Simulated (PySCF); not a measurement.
Species: CH7FSi2.
Atom-mapped SMILES: `[F:1][SiH2:2][CH2:3][SiH3:4]` (hydrogens: H5, H6 on Si2; H7, H8 on C3; H9, H10, H11 on Si4)

A GFN2-xTB structure was refined with PBE0-D3(BJ)/def2-SVP geometry optimisation, gas phase (PySCF). Its GFN2-xTB values:

```tsv
coordinate	GFN2-xTB
F1–Si2	1.591 Å
Si2–C3	1.904 Å
Si2–H5	1.465 Å
C3–Si4	1.864 Å
C3–H7	1.083 Å
Si4–H9	1.490 Å
F1–Si2–H5	103.4°
Si2–C3–Si4	114.3°
C3–Si2–H5	113.0°
C3–Si4–H9	111.1°
C3–Si4–H11	112.4°
Si4–C3–H7	110.3°
H5–Si2–H6	113.6°
H9–Si4–H10	107.2°
```

Task: How do these coordinates change at the PBE0-D3(BJ)/def2-SVP level?

Result: 
```csv
coordinate,PBE0-D3(BJ)/def2-SVP (Å or °),change
Si2–C3,1.862,-0.042
F1–Si2,1.629,+0.038
Si2–H5,1.491,+0.026
C3–Si4,1.886,+0.022
C3–H7,1.104,+0.021
Si4–H9,1.495,+0.005
F1–Si2–H5,107.5,+4.1
H5–Si2–H6,110.3,-3.3
C3–Si4–H11,110.6,-1.8
Si2–C3–Si4,115.8,+1.5
C3–Si2–H5,111.5,-1.5
Si4–C3–H7,108.9,-1.4
H9–Si4–H10,108.6,+1.4
C3–Si4–H9,109.7,-1.4
```

The energy falls by 3.3 kcal/mol over 5 energy and gradient evaluations, the largest force component goes from 0.0308 to 3.0e-04 Eh/bohr, and the atoms move by 0.046 Å rms after alignment. The bond that changes most is Si2–C3 (fluorine-bound silicon to sp3 carbon bound to silicon), which shortens by 0.042 Å. Bonds longer at the end by more than 0.005 Å: 8 of 10; shorter: 1. Rotational constants go from 8439, 2240, 1951 to 8237, 2222, 1926 MHz.

The run used 99 basis functions and 30 SCF cycles in all.

No frequency check. One conformer, not necessarily the lowest.

Conformer computed: `[F:1][SiH2:2][CH2:3][SiH3:4]`: F1–Si2–C3–Si4 -57°.
